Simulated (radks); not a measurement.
The numbers below are computed, except where a source is named.
Valence configurations of Sc I (all share [Ar]). Level of theory: Dirac Kohn-Sham, PBE, spin-unpolarised, spherical densities, point nucleus; open shells fill j = l - 1/2 first (a radial shooting solver on a logarithmic mesh with Libxc functionals). Energies are relative to 3d1 4s2; eigenvalues in eV.

valence          E (eV)  e(3d3/2)  e(4p1/2)  e(4s1/2)
3d1 4s2           0.000    -3.246         -    -4.181
3d2 4s1           1.659    -1.368         -    -3.554
3d1 4s1 4p1       2.762    -4.365    -2.040    -4.862
3d1 4s1.5 4p0.5   1.365    -3.820    -1.775    -4.538
3d0.5 4s1 4p1.5   4.331    -6.522    -2.513    -5.625
3d1 4p2           5.636    -5.392    -2.511         -
4s2 4p1           3.459         -    -2.532    -5.840
3d1.5 4s1.5       0.674    -2.090         -    -3.798
3d1.5 4s1 4p0.5   1.941    -2.613    -1.585    -4.148
3d0.5 4s2 4p0.5   1.275    -5.417    -2.014    -5.010

NIST lists [Ar] 3d1 4s2 as the ground configuration; this level of theory agrees among the configurations tried. The energies are those of spherical spin-averaged densities, not of single terms.
